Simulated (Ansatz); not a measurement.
Ansatz (a program for electronic structure) input for (Z)-1-bromobut-1-en-3-yne (C4H3Br), SMILES C#C/C=C\Br, PBE0/def2-SVPD. Geometry optimised at B3LYP-D3(BJ)/def2-SVP.

Ansatz 0.2 input:
```yaml
crystal:
  periodic: [false, false, false]
  atoms:
    - {symbol: C, position_ang: [-1.00521014, 2.78877939, 0.00000000]}
    - {symbol: C, position_ang: [-0.01719436, 2.08291758, 0.00000000]}
    - {symbol: C, position_ang: [1.15852618, 1.28739823, 0.00000000]}
    - {symbol: C, position_ang: [1.21261322, -0.05630411, 0.00000000]}
    - {symbol: Br, position_ang: [-0.29959308, -1.17823324, 0.00000000]}
    - {symbol: H, position_ang: [-1.88547175, 3.40339705, 0.00000000]}
    - {symbol: H, position_ang: [2.11952106, 1.81613869, 0.00000000]}
    - {symbol: H, position_ang: [2.15929924, -0.59811893, 0.00000000]}
basis:
  gaussian:
    orbitals: def2-SVPD
hamiltonian:
  xc: {name: PBE0}
```

Program output:

```
WARN ansatz: RAYON_NUM_THREADS=1 ignored (pool sized by the plan → 1); use --threads N
Functional definition: PBE0
integrals: 0.08 GiB planned
1345 factors; their error is unknown
mean field: 0.69 GiB planned
mean field evaluation 1: about -74210.7028 eV, gradient 4.3e1 eV
mean field evaluation 2: about -74208.9173 eV, gradient 4.9e1 eV
mean field evaluation 4: about -74215.6945 eV, gradient 5.7e0 eV
mean field evaluation 8: about -74215.7742 eV, gradient 1.4e-1 eV
mean field evaluation 16: about -74215.9132 eV, gradient 1.1e-4 eV
mean field -74215.91318266 eV, -2727.3845041101 hartree, gradient 2.1e-5 eV, S^2 0.000000; 0 other end points of the search recorded, 0 dependent functions left out
reference -74215.91322308 eV, -2727.3845055955 hartree; 31, 31 occupied and 114, 114 virtual orbitals, 1345 factors
Total energy: -74215.91322308 eV, -2727.3845055955 hartree
```

The calculation finished and met its thresholds.
